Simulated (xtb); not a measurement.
Harmonic IR lines of one isomer of C7H14Si, unscaled. Computed with xtb with GFN2-xTB.

```
wavenumber (cm⁻¹)  relative intensity
-----------------  ------------------
534                               3.6
544                               6.1
768                               3.2
778                                64
807                                18
2256                              100
2979                              9.3
2986                              4.2
2995                               20
3000                               18
3007                              8.6
```

### Question
Identify which structure gives these lines.
(A) `[SiH3][C@]12CC[C@H](CC1)C2`
(B) `[SiH3][C@H]1[C@H]2CC[C@@H]1CC2`
(C) `[SiH3][C@@H]1C[C@@H]2CC[C@H]1C2`

### Answer
A, `[SiH3][C@]12CC[C@H](CC1)C2`
